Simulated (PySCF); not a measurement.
Structure problem from calculated spectra and properties.

Formula: C5H12Si2.

* 1H NMR: chemical shifts (computed TMS as zero) by class: 7.48 (1 H), 7.21 (1 H), 6.20 (1 H), 5.37 (1 H), 5.32 (1 H), 4.42 (2 H), 4.17 (3 H), 1.89 (2 H) ppm [GIAO PBE0/pcSseg-1]
* UV, first state: lowest singlet excitation: 5.03 eV (246 nm, f = 0.041) [TDDFT B3LYP/def2-SVPD]
* Rotational structure: rotational constants A, B, C: 4.163, 0.708, 0.635 GHz [GFN2-xTB]
* Triplet: lowest triplet excitation (Tamm–Dancoff): 4.04 eV [TDA B3LYP/def2-SVPD]
* NMR, other nuclei: isotropic shieldings of nuclei other than C and H, by class: 409 (1 Si), 433 (1 Si) ppm [GIAO PBE0/pcSseg-1]
* 13C NMR: chemical shifts (computed TMS as zero) by class: 155.8 (1 C), 150.7 (1 C), 144.0 (1 C), 120.7 (1 C), 23.2 (1 C) ppm [GIAO PBE0/pcSseg-1]
* Dipole: 0.48 D [B3LYP/def2-SVPD]
* UV, strongest line: among the 8 lowest singlet transitions: S3 at 6.23 eV (199 nm, f = 0.310) [TDDFT B3LYP/def2-SVPD]
* Polarisability: 117.7 au [B3LYP/def2-SVPD]

The electronic properties come from PySCF, for the isolated species, density fitting. Levels stand in brackets. One conformer (not necessarily the lowest) at the GFN2-xTB geometry, without solvent, vibrations or thermal averaging. Each NMR value is the plain mean over a class of atoms that symmetry, rotation or inversion makes alike.

**Question.** Propose a structure and show how it fits.

**Answer.** Numbering: `[CH2:1]=[CH:2][CH2:3][SiH2:4]/[CH:5]=[CH:6]\[SiH3:7]`. Its formula, C5H12Si2, gives 2 degrees of unsaturation: 0 rings and 2 π bonds in the structure found. 5 carbons fall into 5 classes; from least to most shielded: alkene CH carbon [C5] (155.8 ppm), alkene CH carbon [C6] (150.7 ppm), alkene CH carbon [C2] (144.0 ppm), terminal =CH2 carbon [C1] (120.7 ppm), sp3 carbon bound to silicon [C3] (23.2 ppm). Hydrogen classes from least to most shielded: 1 H on an alkene CH carbon, C5 (7.48 ppm), 1 H on an alkene CH carbon, C6 (7.21 ppm), 1 H on an alkene CH carbon, C2 (6.20 ppm), 1 H on a terminal =CH2 carbon, C1 (5.37 ppm), 1 H on a terminal =CH2 carbon, C1 (5.32 ppm), 2 H on an SiH2 silicon, Si4 (4.42 ppm), 3 H on an SiH3 silicon, Si7 (4.17 ppm), 2 H on an sp3 carbon bound to silicon, C3 (1.89 ppm). The other shieldings belong to: 409 ppm, SiH2 silicon [Si4]; 433 ppm, SiH3 silicon [Si7]. S1 is mainly HOMO→LUMO (weight 0.95); the largest Löwdin shares of the orbital it empties are 0.33 on the terminal =CH2 carbon, 0.26 on an alkene CH carbon, 0.13 on the sp3 carbon bound to silicon and 0.07 on the SiH2 silicon, of the orbital it fills 0.30 on an alkene CH carbon, 0.28 on an alkene CH carbon, 0.10 on the SiH3 silicon and 0.09 on the SiH2 silicon. The optimised geometry has point group C1 and is an asymmetric top. Structure: `C=CC[SiH2]/C=C\[SiH3]`. Computed isomers that give other values at the same levels: `C#CC[Si](C)(C)[SiH3]` (13C chemical shifts (computed TMS as zero) by class: 86.5 (1 C), 73.7 (1 C), 8.3 (1 C), -0.8 (2 C) ppm); `C=C[Si@@H]1C[SiH2][C@@H]1C` (rotational constant A: 2.237 GHz; this holds for the one conformer computed); `C=C[Si@@H]1C[SiH2][C@H]1C` (13C chemical shifts (computed TMS as zero) by class: 145.9 (1 C), 143.7 (1 C), 16.3 (1 C), 16.1 (1 C), -3.9 (1 C) ppm). The assignments are read from this structure; whether some other isomer fits the data as well wasn't checked.

Conformer computed: `[CH2:1]=[CH:2][CH2:3][SiH2:4]/[CH:5]=[CH:6]\[SiH3:7]`: C1–C2–C3–Si4 107°, C2–C3–Si4–C5 -59°, C3–Si4–C5–C6 -147°.
